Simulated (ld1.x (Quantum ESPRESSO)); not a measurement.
# tantalum, TM: configuration errors across variants

```json
{
 "Element": "Ta (Z = 73)",
 "Generator": "ld1.x (Quantum ESPRESSO) 7.5",
 "Type": "norm-conserving Troullier–Martins (Kleinman–Bylander form)",
 "Functional": "PBEsol",
 "Relativity": "scalar-relativistic",
 "Frozen core": "[Kr] 4d10 4f14 5s2",
 "Valence charge": "11",
 "Reference configuration": "5p6 5d3 6s2 6p0",
 "Partial waves": "6s (bound): rc 2.50 bohr; 5d (bound): rc 1.60 bohr; 5p (bound): rc 2.10 bohr",
 "Local potential": "the p channel",
 "Core correction": "Bessel-smoothed model core, default radius (core density twice the valence density)"
}
```

All-electron excitation energies from the reference (eV): (1) 5p6 5d3 6s1 6p0 8.505; (2) 5p6 5d3 6s0 6p0 23.481; (3) 5p6 5d2 6s0 6p0 47.092; (4) 5p6 5d3 6s0 6p2 8.664; (5) 5p6 5d3 6s1 6p1 4.222; (6) 5p6 5d3 6s1.5 6p0 3.478; (7) 5p6 5d2 6s2 6p1 3.033.

The default core radius of the base comes out at 0.96 bohr.

4 further variants failed, have other tests or another functional or relativity, and are left out.

A true bound ghost makes a file unfit for plane-wave use even where its test errors are small: the radial tests pick states by their node count and pass the ghost by.

Errors AE − PS in meV (a dash: test not solved or not reliable):

| change | (1) | (2) | (3) | (4) | (5) | (6) | (7) | bound ghosts |
| --- | --- | --- | --- | --- | --- | --- | --- | --- |
| base | -8.2 | -36 | -19 | +320 | +146 | -2.5 | +188 | s |
| wave 5p (bound): rc 2.10 bohr becomes 5p (bound): rc 2.94 bohr | -9.5 | -43 | -49 | -98 | -42 | -2.8 | -43 | s |
| all radii but the core radius scaled by about 1.10 (s 2.76, p 2.32, d 1.76 bohr) | -8.4 | -37 | -16 | +390 | +178 | -2.6 | +229 | s |
| core correction Bessel-smoothed model core inside 1.28 bohr | -8.2 | -36 | -19 | +320 | +146 | -2.5 | +188 | s |
| wave 5d (bound): rc 1.60 bohr becomes 5d (bound): rc 1.70 bohr | -8.2 | -36 | -19 | +320 | +146 | -2.6 | +188 | s |
| wave 6s (bound): rc 2.50 bohr becomes 6s (bound): rc 1.90 bohr | -9.7 | -32 | -54 | +335 | +149 | -2.9 | +176 | s |

Give the same row for: local potential the s channel.

-9.0, -44, -82, -1093, -463, -2.6, -594; bound ghosts: none.
